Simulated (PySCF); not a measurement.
How the method moves the HOMO and LUMO of `FCCC1=C(F)C1`

Species: C5H6F2.
Structure used (PBE0-D3(BJ)/def2-SVP), in Å, numbered top down from 1:
```
atom  x, y, z in Å
F1    -2.9995   -0.2663   -0.0368
C2    -1.7315    0.1159   -0.3859
C3    -0.7619   -0.2793    0.7131
C4     0.6324    0.0406    0.3669
C5     1.7884    0.5932    0.5176
F6     2.5782    1.3503    1.2327
C7     1.7313   -0.2390   -0.6882
H8    -1.7177    1.2078   -0.5444
H9    -1.4598   -0.3744   -1.3364
H10   -0.8626   -1.3652    0.8843
H11   -1.0437    0.2258    1.6499
H12    2.2193   -1.2288   -0.7070
H13    1.6600    0.2266   -1.6859
```

Basis pcSseg-1 throughout (PySCF), one geometry. The structure is a single PBE0-D3(BJ)/def2-SVP conformer in the gas phase; no vibrational or solvent corrections.

Q: How do the orbital energies, the gap and the dipole change with the method?

A: 
```
method           kind  HOMO (eV)  LUMO (eV)  gap (eV)  μ (D)  SCF cycles
  BLYP            GGA      -5.80      -0.43      5.37   0.65          14
 B97-D            GGA      -5.93      -0.47      5.46   0.69          14
   KT3            GGA      -6.00      -0.52      5.48   0.64          16
  BP86            GGA      -6.04      -0.66      5.39   0.68          14
   LDA            LDA      -6.09      -0.84      5.25   0.73          14
 B97-2  global hybrid      -6.93       0.41      7.34   0.79          14
 B3LYP  global hybrid      -6.96       0.21      7.17   0.78          14
```

The HOMO spans 1.16 eV, from BLYP down to B3LYP, and the gap runs from 5.25 eV (LDA) to 7.34 eV (B97-2). Over the methods BLYP (0 %), B97-D (0 %), KT3 (0 %), BP86 (0 %), LDA (0 %), B97-2 (21 %), B3LYP (20 %), a straight line through the gap against the share of exact exchange rises by 0.91 eV for each 10 % (correlation coefficient 0.996). The dipole ranges from 0.64 D (KT3) to 0.79 D (B97-2). This basis has no diffuse functions.
